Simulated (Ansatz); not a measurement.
C$_{7}$H$_{12}$O$_{2}$, singlet, at a GFN2-xTB geometry; CCSD(T)/STO-3G run with Ansatz (a quantum-chemistry and plane-wave program).

Here is a job for Ansatz.
Ansatz 0.2 input:
```yaml
crystal:
  periodic: [false, false, false]
  atoms:
    - {symbol: C, position_ang: [2.49886392, 0.41496650, -0.09857295]}
    - {symbol: C, position_ang: [1.75635094, -0.54116509, 0.44818952]}
    - {symbol: C, position_ang: [2.30767317, -1.66965171, 1.25949003]}
    - {symbol: C, position_ang: [0.27403095, -0.56287619, 0.29342406]}
    - {symbol: O, position_ang: [-0.43535927, -1.41048866, 0.78168372]}
    - {symbol: O, position_ang: [-0.18309323, 0.44933142, -0.44899844]}
    - {symbol: C, position_ang: [-1.60130035, 0.52108135, -0.66381330]}
    - {symbol: C, position_ang: [-1.81606096, 1.27894483, -1.96591546]}
    - {symbol: C, position_ang: [-2.26883926, 1.21046334, 0.52176712]}
    - {symbol: H, position_ang: [2.05916548, 1.20921452, -0.67532085]}
    - {symbol: H, position_ang: [3.57006251, 0.42803160, 0.01644383]}
    - {symbol: H, position_ang: [3.38867609, -1.60073342, 1.33850803]}
    - {symbol: H, position_ang: [2.03584880, -2.61958287, 0.80227429]}
    - {symbol: H, position_ang: [1.86822066, -1.65670854, 2.25547410]}
    - {symbol: H, position_ang: [-1.98086283, -0.50600044, -0.74763162]}
    - {symbol: H, position_ang: [-1.42574453, 2.28935404, -1.87467858]}
    - {symbol: H, position_ang: [-2.87692297, 1.32634783, -2.19360694]}
    - {symbol: H, position_ang: [-1.30062128, 0.77927304, -2.78199954]}
    - {symbol: H, position_ang: [-2.09719264, 0.63641320, 1.42903669]}
    - {symbol: H, position_ang: [-1.85827709, 2.20935727, 0.65170196]}
    - {symbol: H, position_ang: [-3.33904245, 1.28371330, 0.35090193]}
basis:
  gaussian:
    orbitals: STO-3G
magnetization: {spin_polarized: false}
correlation: {method: ccsd_t, electrons: outside_noble_gas}
accuracy: high
```

What the program printed (banner, timings and long lists left out):

```
Functional definition: HF
1340 factors; integrals over basis functions are off by at most 4.4e-9 eV
mean field evaluation 1: about -11327.4295 eV, gradient 4.0e1 eV
mean field evaluation 2: about -11327.9534 eV, gradient 4.0e1 eV
mean field evaluation 4: about -11333.2484 eV, gradient 3.8e0 eV
mean field evaluation 8: about -11333.3273 eV, gradient 2.2e-1 eV
mean field evaluation 16: about -11331.3575 eV, gradient 2.4e1 eV
mean field -11333.32745991 eV, -416.4921021465 hartree, gradient 1.5e-8 eV, S^2 0.000000; 0 other end points of the search recorded, 0 dependent functions left out; unrestricted orbitals would lower it
9 core orbitals not correlated
reference -11333.32745991 eV, -416.4921021465 hartree; 26, 26 occupied and 22, 22 virtual orbitals, 1340 factors
second order -12.83525891 eV of doubles, -0.00000000 eV of singles
cycle   1  -14.74047824 eV  change    -1.9e0 eV  update   1.3e-1
cycle   2  -15.67372499 eV  change   -9.3e-1 eV  update   4.8e-2
cycle   3  -15.94528006 eV  change   -2.7e-1 eV  update   2.1e-2
cycle   4  -15.97090238 eV  change   -2.6e-2 eV  update   5.9e-3
cycle   5  -15.97061337 eV  change    2.9e-4 eV  update   1.9e-3
cycle   6  -15.96872792 eV  change    1.9e-3 eV  update   7.2e-4
cycle   7  -15.96833651 eV  change    3.9e-4 eV  update   3.3e-4
cycle   8  -15.96851016 eV  change   -1.7e-4 eV  update   1.6e-4
cycle   9  -15.96854310 eV  change   -3.3e-5 eV  update   5.6e-5
cycle  10  -15.96854290 eV  change    2.0e-7 eV  update   2.2e-5
cycle  11  -15.96854251 eV  change    3.8e-7 eV  update   9.6e-6
cycle  12  -15.96854792 eV  change   -5.4e-6 eV  update   3.2e-6
cycle  13  -15.96855139 eV  change   -3.5e-6 eV  update   1.7e-6
cycle  14  -15.96855271 eV  change   -1.3e-6 eV  update   7.6e-7
cycle  15  -15.96855289 eV  change   -1.8e-7 eV  update   4.1e-7
cycle  16  -15.96855272 eV  change    1.7e-7 eV  update   2.2e-7
cycle  17  -15.96855264 eV  change    8.5e-8 eV  update   1.2e-7
cycle  18  -15.96855263 eV  change    2.7e-9 eV  update   7.0e-8
cycle  19  -15.96855268 eV  change   -4.8e-8 eV  update   4.1e-8
cycle  20  -15.96855257 eV  change    1.1e-7 eV  update   1.8e-7
cycle  21  -15.96855252 eV  change    5.0e-8 eV  update   6.4e-8
cycle  22  -15.96855254 eV  change   -1.9e-8 eV  update   3.2e-8
cycle  23  -15.96855258 eV  change   -4.0e-8 eV  update   1.6e-8
cycle  24  -15.96855259 eV  change   -1.7e-8 eV  update   5.5e-9
cycle  25  -15.96855260 eV  change   -1.7e-9 eV  update   1.8e-9
perturbative correction -0.30179159 eV, -0.0110906364 hartree
Total energy: -11349.59780410 eV, -417.0900262670 hartree
```
